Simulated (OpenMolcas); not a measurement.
**Ru3+: ligand-field states by method**

Ru3+ with 6 ligands (fluoride) in octahedral coordination (Oh) at 1.99 Å. A charge of +0.5 e stands 3.2 Å behind each ligand. Ligand basis ANO-RCC-VDZP.

* Program: OpenMolcas
* Basis: ANO-RCC-VTZP [7s6p4d2f1g]
* Scalar Hamiltonian: DKH2, point nucleus
* Active space: 5 electrons in 5 orbitals (4d)
* State averaging: 2S+1 = 6 even, 1 root; 2S+1 = 4 even, 24 roots; 2S+1 = 2 even, 75 roots
* Spin-orbit coupling: state interaction with AMFI integrals over the reference wave functions

I. CASSCF
II. SS-CASPT2, IPEA 0.25 Eh, imaginary shift 0.1 Eh (closed shells correlated: 4s 4p and the ligand valence shells)

Spin-free states (labels of O, the rotations of Oh) in cm-1, each column counted from its own energy of the first state listed:

```
State  Degeneracy      I     II
  2T2           3      0      0
  6A1           1   1137  11720
  4T1           3   6692  10660
  4T2           3  12449  14760
  2T1           3  18109  18990
  2A2           1  18259  18240
  2T2           3  20418  20540
   2E           2  22257  21710
  4A1           1  25506  30120
   4E           2  25887  30050
  2T1           3  27466  25860
  4T2           3  28803  31940
  2T2           3  29904  27500
   4E           2  31526  33770
  2A1           1  31832  29150
   2E           2  34861  34410
  2A1           1  37284  37920
  2T2           3  38517  39590
  4T1           3  39413  41430
  4A2           1  41585  41280
```

From I to II, I's first state of the same spin (2T1) moves from 18109 to 18990 cm-1, by about +880 cm-1. In II another state of that kind comes below it.

From I to II, I's first state of another spin (6A1) moves from 1137 to 11720 cm-1, by about +11000 cm-1. In II another state of that kind comes below it.

I: A least-squares ligand-field fit to the states below 45000 cm-1, each weighted by its degeneracy and with a free common offset, gives 10Dq = 21959 cm-1, B = 798 cm-1 and C = 3275 cm-1 (C/B = 4.10), with an rms deviation of 227 cm-1. The same method and metal basis give the free ion B = 912 cm-1 (fit to its terms below 60000 cm-1, rms deviation 26 cm-1), so the nephelauxetic ratio is β = 798 / 912 = 0.88; it hangs on how both fits weigh the states, and computed free-ion B values tend to be too large, so β mixes covalency with correlation.

II: A least-squares ligand-field fit to the states below 45000 cm-1, each weighted by its degeneracy and with a free common offset, gives 10Dq = 22000 cm-1, B = 565 cm-1 and C = 2482 cm-1 (C/B = 4.39), with an rms deviation of 452 cm-1. The same method and metal basis give the free ion B = 705 cm-1 (fit to its terms below 60000 cm-1, rms deviation 493 cm-1), so the nephelauxetic ratio is β = 565 / 705 = 0.80; it hangs on how both fits weigh the states, and computed free-ion B values tend to be too large, so β mixes covalency with correlation.

From I to II, 10Dq changes by 0 %, B by -29 % and C by -24 %.

χT at 300 K: I 0.68, II 0.65 cm3 K/mol.

Roots that are degenerate in the reference are averaged as groups; the widest CASPT2 spread within a group is 420 cm-1 (the 3-fold group of multiplicity 2 near 20500 cm-1 above the lowest state of its run, II). Shifts and gaps below about the spread of the groups concerned are not significant. Over all roots computed the reference weight is 0.69 to 0.70 in II; a low but even weight reflects the number of correlated electrons. An orbital triplet at a regular site is open to Jahn-Teller coupling, which can distort the site and quench the lowest spin-orbit gaps and is left out. This shell can be high or low spin here, a state of another spin lies low, and with metal d orbitals alone active their balance is uncertain, so the ground spin may be wrong, although the usual error favours high spin. The least metal-like active orbital is 82 % on the metal (Löwdin) and no ligand orbital is active, so the numbers are rough. Ligand-to-metal charge-transfer states are missing. With no ligand orbital active B as a rule stays too high, so bands that hang on it stand too high and its fall with covalency is understated. Without dynamic correlation the repulsion within the d shell is too large (B by tens of per cent), so at a given field states of lower spin stand too high (holds for I). With metal d orbitals alone the field can be off either way by tens of per cent (holds for I). With one d shell and no ligand orbital active, 10Dq can be off by a tenth or more (holds for II). No measured value stands beside these numbers; the geometry was imposed, not optimised, and the real ion may take another.
